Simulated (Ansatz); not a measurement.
Consider the homolysis of the H–Sn bond: `[F][SnH]([F])[SiH3]` → H• + `[F][Sn]([F])[SiH3]`•.

Isolated molecules relaxed with PBE0-D4/def2-TZVP in Ansatz; ΔE leaves out vibrations. CCSD(T)/CBS adds triple-zeta CCSD(T) − MP2 to the extrapolated MP2 energy (def2 sets, frozen cores). This one scheme is used for every species, atoms too. DFT in def2-TZVPP. No spin–orbit coupling; open shells (•) take unrestricted orbitals. Elements past krypton have def2 core potentials. For Sn outer-core shells are correlated without core-valence functions, so the limit isn't a true one: a few kJ/mol of doubt a bond, and 10 to 20 or more in all where bonds break to atoms.

| level | ΔE (kJ/mol) | difference from CCSD(T)/CBS |
| --- | --- | --- |
| LDA (SPW92) | 318.4 | 3.6 |
| BLYP-D4 | 275.7 | -39.1 |
| ωB97X-V | 310.7 | -4.1 |
| ωB97M-V | 305.3 | -9.5 |
| PBE | 277.0 | -37.8 |
| revPBE | 270.6 | -44.2 |
| HF/def2-SVP | 239.6 | -75.2 |
| HF/def2-TZVPP | 237.5 | -77.3 |
| SCS-MP2/def2-TZVPP | 312.0 | -2.8 |
| HF/def2-QZVPP | 236.8 | -78.0 |
| CCSD(T)/CBS | 314.8 | 0 |

Largest T1 diagnostic among the species: 0.018.

From BLYP to BHLYP (50 % exact exchange), in def2-TZVPP and without D4, ΔE moves by +27.0 kJ/mol. At CCSD(T), def2-SVP lies −11.2 kJ/mol from the extrapolated value and def2-TZVPP −3.6 kJ/mol: correlation converges slowly with the basis, and small sets miss more of it in the bonded molecule than in its fragments.
